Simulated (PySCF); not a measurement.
## Run times: scandium in pcseg-2

Measured wall times of calculations with PySCF 2.14 in pcseg-2 (6s4p3d2f1g, 56 functions), with the non-relativistic Hamiltonian (point nucleus), run from one Python driver. Hardware: 1 thread of Neoverse-V2 on a shared host, 1.3 GiB allowed. The two-electron integrals over 56 functions were computed once and kept in memory (0.32 CPU seconds with the set-up); the times below exclude them. Kohn-Sham runs start from converged Hartree-Fock orbitals.

Launch command (the driver calls PySCF for each step listed in the task file):

```bash
OMP_NUM_THREADS=1 python atomrun2.py TASK.json OUT
```

| species | step | iterations | wall time (s) |
| --- | --- | --- | --- |
| Sc [Ar] 3d1 4s2 | UHF | 10 | 0.3 |
| Sc [Ar] 3d1 4s2 | r2SCAN | 11 | 3.5 |
| Sc [Ar] 3d1 4s2 | M06-2X | 10 | 3.2 |
| Sc [Ar] 3d1 4s2 | MP2 (3 electrons) |  | 0.04 |
| Sc⁺ [Ar] 3d1 4s1 | UHF | 9 | 0.26 |
| Sc⁺ [Ar] 3d1 4s1 | M06-2X | 9 | 2.9 |
| Sc⁺ [Ar] 3d1 4s1 | MP2 (2 electrons) |  | 0.02 |

Task: Roughly how long does r2SCAN take for Sc⁺ [Ar] 3d1 4s1 here?

Result: About 8.5 s.

Peak memory of the process: 0.24 GiB. Times on a shared host vary from run to run.
